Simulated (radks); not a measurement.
Values are calculated unless marked as measured or tabulated.
Q: Level of theory: scalar-relativistic Kohn-Sham, LDA (Slater exchange, Perdew-Wang correlation), spin-unpolarised, spherical densities, finite nucleus; Fermi nuclear charge, rms radius of each element as measured or else 0.836 A^(1/3) + 0.57 fm (a radial shooting solver on a logarithmic mesh with Libxc functionals). Each species is in its NIST ground configuration. Rank Be2+, N2+, C2+, B2+, F2+, Ne2+, O2+ by radius at which the density is 0.001 e/bohr^3 (bohr), largest first.

A: B2+ 2.88, C2+ 2.80, N2+ 2.69, O2+ 2.58, F2+ 2.47, Ne2+ 2.38, Be2+ 1.48.
